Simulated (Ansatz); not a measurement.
The same path of C₃H₆OSSi (12 atoms, charge 0, multiplicity 1) was run twice with different band settings. The coordinate that changes most is the dihedral Si3–C2–C4–S6.

All numbers below come from RKS PBE0-D4/STO-3G in Ansatz.

Relaxed end points:

```xyz
12
Properties=species:S:1:pos:R:3
C -0.705 -1.121 0.666
C -0.069 -0.144 0.010
Si 1.775 -0.172 -0.297
C -0.814 1.009 -0.679
O -0.361 1.512 -1.731
S -2.340 1.616 0.069
H -0.169 -1.969 1.105
H -1.794 -1.143 0.791
H 2.344 1.113 0.032
H 2.040 -0.473 -1.684
H 2.364 -1.192 0.536
H -2.194 0.910 1.215
```

```xyz
12
Properties=species:S:1:pos:R:3
C -0.908 -1.291 0.772
C -0.324 -0.227 0.204
Si 1.537 -0.118 0.086
C -1.298 0.872 -0.273
O -2.470 0.927 0.155
S -0.703 2.072 -1.485
H -0.343 -2.139 1.175
H -2.001 -1.345 0.861
H 1.996 1.169 0.551
H 1.979 -0.300 -1.278
H 2.102 -1.163 0.905
H 0.510 1.489 -1.640
```

Common settings: spring 5.0 eV/Å²; optimiser quadratic models (default); start path IDPP; force threshold 0.05 eV/Å; end points relaxed.

| run | movable images | climbing image | iteration limit |
| --- | --- | --- | --- |
| 1 | 7 | yes | 47 |
| 2 | 4 | no | 60 |

(1) What does each run give, and how far can it be trusted?

## Answers

(1) Run 1: converged after 12 iterations, highest image 0.071 eV above the first end. A vibrational analysis at the climbing image gives no mode beyond 40i cm⁻¹: the surface is too flat there to confirm a saddle point.
Run 2: converged after 6 iterations, highest image 0.072 eV above the first end. No image climbed, so the highest image needn't sit at the top of the path.
Limits of this set-up: minimal basis.
